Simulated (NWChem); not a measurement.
Everything below was run with NWChem. System: H6B2, charge 0, spin multiplicity 1, at a geometry optimised with B3LYP/def2-SVP. The structure started from a generated list of species. Level: CCSD(T)/def2-TZVP, 2 core orbitals frozen.

Job file:

```
start mol
memory heap 100 mb stack 700 mb global 1900 mb
geometry units angstroms nocenter noautoz
  B      0.000000     0.000000    -0.888533
  B      0.000000     0.000000     0.888533
  H      0.000000     0.988328     0.000000
  H      1.049361     0.000000    -1.473478
  H     -1.049361     0.000000    -1.473478
  H      0.000000    -0.988328     0.000000
  H      1.049361     0.000000     1.473478
  H     -1.049361     0.000000     1.473478
  symmetry group D2h
end
basis spherical
  * library def2-tzvp
end
scf
  rhf
  nopen 0
  maxiter 100
  thresh 1e-7
  semidirect memsize 60000000 filesize 0
end
tce
  freeze core 2
  ccsd(t)
  2eorb
  2emet 13
  thresh 1e-6
  maxiter 100
  tilesize 24
end
task tce energy
```

NWChem printed:

```
             Northwest Computational Chemistry Package (NWChem) 7.3.0
             --------------------------------------------------------

                                NWChem Input Module
                                -------------------

 Scaling coordinates for geometry "geometry" by  1.889725989
 (inverse scale =  0.529177249)

 Turning off AUTOSYM since
 SYMMETRY directive was detected!

                             Geometry "geometry" -> ""
                             -------------------------

 Output coordinates in angstroms (scale by  1.889725989 to convert to a.u.)

  No.       Tag          Charge          X              Y              Z
 ---- ---------------- ---------- -------------- -------------- --------------
    1 B                    5.0000     0.00000000     0.00000000    -0.88853300
    2 B                    5.0000     0.00000000     0.00000000     0.88853300
    3 H                    1.0000     0.00000000     0.98832800     0.00000000
    4 H                    1.0000     1.04936100     0.00000000    -1.47347800
    5 H                    1.0000    -1.04936100     0.00000000    -1.47347800
    6 H                    1.0000     0.00000000    -0.98832800     0.00000000
    7 H                    1.0000     1.04936100     0.00000000     1.47347800
    8 H                    1.0000    -1.04936100     0.00000000     1.47347800

 Effective nuclear repulsion energy (a.u.)      31.7896694091

            Nuclear Dipole moment (a.u.)
            ----------------------------
        X                 Y               Z
 ---------------- ---------------- ----------------
     0.0000000000     0.0000000000     0.0000000000

      Symmetry information
      --------------------

 Group name             D2h
 Group number             26
 Group order               8
 No. of unique centers     3

      Symmetry unique atoms

     1    3    4


 Summary of "ao basis" -> "" (spherical)
 ------------------------------------------------------------------------------
       Tag                 Description            Shells   Functions and Types
 ---------------- ------------------------------  ------  ---------------------
 *                         def2-tzvp                  on all atoms

 Summary of "ao basis" -> "ao basis" (spherical)
 ------------------------------------------------------------------------------
       Tag                 Description            Shells   Functions and Types
 ---------------- ------------------------------  ------  ---------------------
 B                         def2-tzvp                11       31   5s3p2d1f
 H                         def2-tzvp                 4        6   3s1p

                                 NWChem SCF Module
                                 -----------------

  ao basis        = "ao basis"
  functions       =    98
  atoms           =     8
  closed shells   =     8
  open shells     =     0
  charge          =   0.00
  wavefunction    = RHF
  use symmetry    = T
  symmetry adapt  = T

 Summary of "ao basis" -> "ao basis" (spherical)
 ------------------------------------------------------------------------------
       Tag                 Description            Shells   Functions and Types
 ---------------- ------------------------------  ------  ---------------------
 B                         def2-tzvp                11       31   5s3p2d1f
 H                         def2-tzvp                 4        6   3s1p

      Symmetry analysis of basis
      --------------------------
[...]
 Vector   11  Occ=0.000000D+00  E= 1.431051D-01  Symmetry=b2u
              MO Center= -2.8D-19, -3.5D-15,  9.0D-16, r^2= 9.6D+00
   Bfn.  Coefficient  Atom+Function         Bfn.  Coefficient  Atom+Function
  ----- ------------  ---------------      ----- ------------  ---------------
    65      1.665217  3 H  s                 83     -1.665217  6 H  s
    13     -1.336144  1 B  py                44     -1.336144  2 B  py

 center of mass
 --------------
 x =   0.00000000 y =   0.00000000 z =   0.00000000

 moments of inertia (a.u.)
 ------------------
         100.364324970616           0.000000000000           0.000000000000
           0.000000000000         109.185671683834           0.000000000000
           0.000000000000           0.000000000000          22.883278564855

  Mulliken analysis of the total density
  --------------------------------------

    Atom       Charge   Shell Charges
 -----------   ------   -------------------------------------------------------
    1 B    5     5.16   0.91  1.07  0.46  0.53  0.06  0.95  0.95  0.11  0.04  0.07  0.01
    2 B    5     5.16   0.91  1.07  0.46  0.53  0.06  0.95  0.95  0.11  0.04  0.07  0.01
    3 H    1     0.87   0.26  0.52  0.08  0.02
    4 H    1     0.99   0.25  0.53  0.19  0.01
    5 H    1     0.99   0.25  0.53  0.19  0.01
    6 H    1     0.87   0.26  0.52  0.08  0.02
    7 H    1     0.99   0.25  0.53  0.19  0.01
    8 H    1     0.99   0.25  0.53  0.19  0.01

       Multipole analysis of the density wrt the origin
       ------------------------------------------------

     L   x y z        total         open         nuclear
     -   - - -        -----         ----         -------
     0   0 0 0      0.000000      0.000000     16.000000

     1   1 0 0      0.000000      0.000000      0.000000
     1   0 1 0     -0.000000      0.000000      0.000000
     1   0 0 1      0.000000      0.000000      0.000000

     2   2 0 0    -13.623544      0.000000     15.729231
     2   1 1 0     -0.000000      0.000000      0.000000
     2   1 0 1     -0.000000      0.000000      0.000000
     2   0 2 0    -11.207518      0.000000      6.976376
     2   0 1 1      0.000000      0.000000      0.000000
     2   0 0 2    -14.227336      0.000000     59.206313

                   NWChem Extensible Many-Electron Theory Module
                   ---------------------------------------------


            General Information
            -------------------
      Number of processors :     1
         Wavefunction type : Restricted Hartree-Fock
          No. of electrons :    16
           Alpha electrons :     8
            Beta electrons :     8
           No. of orbitals :   196
            Alpha orbitals :    98
             Beta orbitals :    98
        Alpha frozen cores :     2
         Beta frozen cores :     2
     Alpha frozen virtuals :     0
      Beta frozen virtuals :     0
         Spin multiplicity : singlet
    Number of AO functions :    98
       Number of AO shells :    46
        Use of symmetry is : on
      Symmetry adaption is : on
         Schwarz screening : 0.10D-09

          Correlation Information
          -----------------------
          Calculation type : Coupled-cluster singles & doubles w/ perturbation
   Perturbative correction : (T)
            Max iterations :      100
        Residual threshold : 0.10D-05
     T(0) DIIS level shift : 0.00D+00
     L(0) DIIS level shift : 0.00D+00
     T(1) DIIS level shift : 0.00D+00
     L(1) DIIS level shift : 0.00D+00
     T(R) DIIS level shift : 0.00D+00
     T(I) DIIS level shift : 0.00D+00
   CC-T/L Amplitude update :  5-th order DIIS
                I/O scheme : Global Array Library
        L-threshold :  0.10D-05
        EOM-threshold :  0.10D-05
 no EOMCCSD initial starts read in
 TCE RESTART OPTIONS
 SLICE:      F
 D4D5:       F
 quantumc:   F
 qrotation:  F
 pwtce:      F
 qducc:      F
 nacto:                         0
 nrotv:                         0
 nrot:                          0

            Memory Information
            ------------------
          Available GA space size is     249027196 doubles
          Available MA space size is     104839684 doubles

 Maximum block size supplied by input
 Maximum block size        24 doubles

 tile_dim =     20

 -------------------------------------------------

 Global array virtual files algorithm will be used

 Parallel file system coherency ......... OK

 4-electron integrals stored in orbital form

 v2    file size   =          2461678
 4-index algorithm nr.  13 is used
 imaxsize =       30
 imaxsize ichop =        0


CCSD iterations
 ---------------------------------------------------------
 Iter          Residuum       Correlation     Cpu    Wall
 ---------------------------------------------------------
    1   0.1445203054053  -0.2473555090601     0.8     0.8
    2   0.0401720347105  -0.2783618336341     0.8     0.8
    3   0.0134574166512  -0.2848406280105     0.6     0.6
    4   0.0049430503560  -0.2866329097782     0.5     0.5
    5   0.0019559129031  -0.2872057928826     0.5     0.5
    6   0.0003286673241  -0.2875243323634     0.5     0.5
    7   0.0001293883410  -0.2875192055790     0.5     0.5
    8   0.0000584886262  -0.2875213011686     0.5     0.5
    9   0.0000284542719  -0.2875216906309     0.5     0.5
   10   0.0000140637637  -0.2875220750251     0.5     0.5
   11   0.0000020031784  -0.2875223812725     0.5     0.5
   12   0.0000007417601  -0.2875225081160     0.5     0.5
 -----------------------------------------------------------------
 Iterations converged
 CCSD correlation energy / hartree =        -0.287522508115964
 CCSD total energy / hartree       =       -53.121940779568895

 Singles contributions

 Doubles contributions
 CCSD(T)
 Using plain CCSD(T) code
             total no. of tasks         3225
 total no. of tasks / no. procs         3225
                         wl_min           64           2.0
                         wl_max        64000           6.3
        thresh for no. of tasks         3225

 CCSD[T]  correction energy / hartree =        -0.009063744165212
 CCSD[T] correlation energy / hartree =        -0.296586252281176
 CCSD[T] total energy / hartree       =       -53.131004523734106
 CCSD(T)  correction energy / hartree =        -0.008779348677501
 CCSD(T) correlation energy / hartree =        -0.296301856793465
 CCSD(T) total energy / hartree       =       -53.130720128246395

 Task  times  cpu:       31.6s     wall:       31.6s

 Total times  cpu:       31.7s     wall:       31.7s
```
